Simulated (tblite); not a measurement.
Species: C₆H₅ClO₂S.
Cartesian coordinates in Å at the GFN2-xTB level; atoms count from 1:
```
atom  x, y, z in Å
C1    -2.6703    0.7486   -0.0066
S2    -2.2389   -1.0129   -0.1009
C3    -0.5125   -0.8908   -0.0626
C4     0.4430   -1.8887   -0.1011
C5     1.6748   -1.2328   -0.0416
C6     1.4013    0.1232    0.0300
C7     2.3017    1.2319    0.1106
O8     3.4944    1.2100    0.1324
Cl9    1.4347    2.7850    0.1821
O10    0.0527    0.3135    0.0158
H11   -2.2547    1.2683   -0.8639
H12   -2.2832    1.1660    0.9174
H13   -3.7538    0.7972   -0.0215
H14    0.2549   -2.9398   -0.1638
H15    2.6514   -1.6707   -0.0483
```

Method: GFN2-xTB as coded in tblite; computed harmonic values from a numerical Hessian at the method's own geometry, unscaled. This tight-binding method is rough: wavenumbers can miss measured ones by several per cent, in bad cases by 10 to 20. One conformer, not necessarily the lowest.

Harmonic wavenumbers (cm⁻¹): 48.3, 78.0, 83.4, 116.5, 145.1, 177.2, 254.0, 309.8, 338.1, 406.9, 464.2, 542.0, 579.3, 605.8, 643.5, 730.7, 774.7, 810.6, 851.3, 920.0, 946.9, 961.0, 976.5, 1036.7, 1125.2, 1227.9, 1274.8, 1317.2, 1381.9, 1398.3, 1431.7, 1432.7, 1512.3, 1784.3, 3043.9, 3050.3, 3070.8, 3192.3, 3203.4.

A = 1805, B = 639.2, C = 473.4 MHz; mass 175.970 u (most abundant isotopes); point group Cs, symmetry number 1.

Zero-point energy?

½Σν̃ = 21124 cm⁻¹ = 252.70 kJ/mol.

What is S at 298.15 K and 1 bar for an ideal gas of classical rigid rotors and harmonic oscillators?

Translation 173.34, rotation 128.68, vibration 127.08: S = 429.1 J/(mol K).

And Cp and H(298.15 K) − H(0)?

Cp = 157.13 J/(mol K), of which vibrations give 123.87 (their classical limit is 39 R = 324.3); H(298.15 K) − H(0) = 29.47 kJ/mol without the zero-point energy, 19.55 from vibrations.

How do the functions run with temperature in this model?

```tsv
T (K)	S (J/(mol K))	Cp (J/(mol K))	H − H(0) (kJ/mol)	G − H(0) (kJ/mol)	ln q(vib)
50	257.1	58.8	2.16	-10.70	0.55
100	305.5	82.0	5.71	-24.83	1.92
373.15	467.2	182.6	42.23	-132.09	9.35
500	525.8	217.9	67.74	-195.14	12.55
750	623.5	263.2	128.40	-339.24	18.39
1000	703.2	290.2	197.83	-505.40	23.62
```

q(vib) and H(0) count from the zero-point level.

Which modes carry the vibrational entropy at 298.15 K?

48.3 cm⁻¹: 20.44; 78.0 cm⁻¹: 16.49; 83.4 cm⁻¹: 15.94; 116.5 cm⁻¹: 13.21; 145.1 cm⁻¹: 11.45; 177.2 cm⁻¹: 9.86 J/(mol K); the other 33 give 39.69 together.

What must be added to the electronic energy to get the Gibbs energy at 298.15 K and 1 bar?

ZPE + [H(298.15 K) − H(0)] − T·S = 252.70 + 29.47 − 127.93 = 154.24 kJ/mol.

Blend soft modes into free rotors: weight 1/[1 + (100 cm⁻¹/ν̃)⁴] for the oscillator and the rest for a rotor with moment μB/(μ + B), μ = h/(8π²ν), B = 10⁻⁴⁴ kg m². What vibrational entropy results?

116.33 J/(mol K) in place of 127.08, which changes −T·S at 298.15 K by +3.20 kJ/mol.

Hindered rotation and anharmonicity are outside this model. Other conformers, if any are populated, would add a mixing term that is left out.
